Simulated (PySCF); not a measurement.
A side-by-side comparison of computed properties.

First species: C₅H₉PSi.
InChI=1S/C5H9PSi/c7-5-1-3-6-4-2-5/h1-6H,7H3

Second species: C5H9NOSi.
SMILES: `C#C[SiH2]CNC(C)=O`

Levels: CAM-B3LYP/def2-SVPD for dipole moment, HOMO energy, LUMO energy, HOMO–LUMO gap, static isotropic polarisability and electronic spatial extent ⟨r²⟩ about the centre of nuclear charge; TDDFT CAM-B3LYP/def2-SVPD for lowest singlet excitation; TDA CAM-B3LYP/def2-SVPD for lowest triplet excitation (Tamm–Dancoff); GFN2-xTB for rotational constant A and rotational constant C. Geometries: GFN2-xTB. All species are isolated and taken at one optimised geometry, non-relativistic unless stated. Electronic properties by PySCF.

Dipoles, sizes and rotational constants follow the conformer. The torsions of the flexible species, by atom-mapped SMILES:
- `[CH:1]#[C:2][SiH2:3][CH2:4][NH:5][C:6]([CH3:7])=[O:8]`: C2–Si3–C4–N5 66°, Si3–C4–N5–C6 8°, C4–N5–C6–C7 -179°

Values for the first species:

* Dipole moment: 1.29 D
* HOMO energy: -7.35 eV
* LUMO energy: 0.96 eV
* HOMO–LUMO gap: 8.31 eV
* Lowest singlet excitation: 4.99 eV
* Lowest triplet excitation (Tamm–Dancoff): 3.93 eV
* Static isotropic polarisability: 106.0 au
* Electronic spatial extent ⟨r²⟩ about the centre of nuclear charge: 1069 bohr²
* Rotational constant A: 2.907 GHz
* Rotational constant C: 1.303 GHz

Estimate the same properties for the second species, and the change in each.

```json
{"property": "dipole moment", "first": "1.29 D", "second": "4.78 D", "second less first": "+3.49 D"}
{"property": "HOMO energy", "first": "-7.35 eV", "second": "-8.73 eV", "second less first": "-1.38 eV"}
{"property": "LUMO energy", "first": "0.96 eV", "second": "0.85 eV", "second less first": "-0.11 eV"}
{"property": "HOMO–LUMO gap", "first": "8.31 eV", "second": "9.58 eV", "second less first": "+1.27 eV"}
{"property": "lowest singlet excitation", "first": "4.99 eV", "second": "5.98 eV", "second less first": "+0.99 eV"}
{"property": "lowest triplet excitation (Tamm–Dancoff)", "first": "3.93 eV", "second": "5.11 eV", "second less first": "+1.18 eV"}
{"property": "static isotropic polarisability", "first": "106.0 au", "second": "93.4 au", "second less first": "-12.6 au"}
{"property": "electronic spatial extent ⟨r²⟩ about the centre of nuclear charge", "first": "1069 bohr²", "second": "1236 bohr²", "second less first": "+167 bohr²"}
{"property": "rotational constant A", "first": "2.907 GHz", "second": "2.507 GHz", "second less first": "-0.400 GHz"}
{"property": "rotational constant C", "first": "1.303 GHz", "second": "1.032 GHz", "second less first": "-0.271 GHz"}
```

On the first: The principal polarisabilities are 88.4, 98.1 and 131.5 au; their mean is the isotropic value. The dipole equals about 4.3 × 10⁻³⁰ C·m (1 D = 3.33564 × 10⁻³⁰ C·m).

On the second: The vertical singlet–triplet gap S1 − T1 is 0.87 eV (TDDFT singlet less Tamm–Dancoff triplet; S1: HOMO→LUMO+1, weight 0.21, beside HOMO→LUMO+2, weight 0.17; T1: HOMO−2→LUMO+1, weight 0.14, beside HOMO−1→LUMO+2, weight 0.10). The polarisability is 13.83 Å³ as a volume (1 au = 0.148185 Å³), or 1.37 au for each of the 68 electrons.
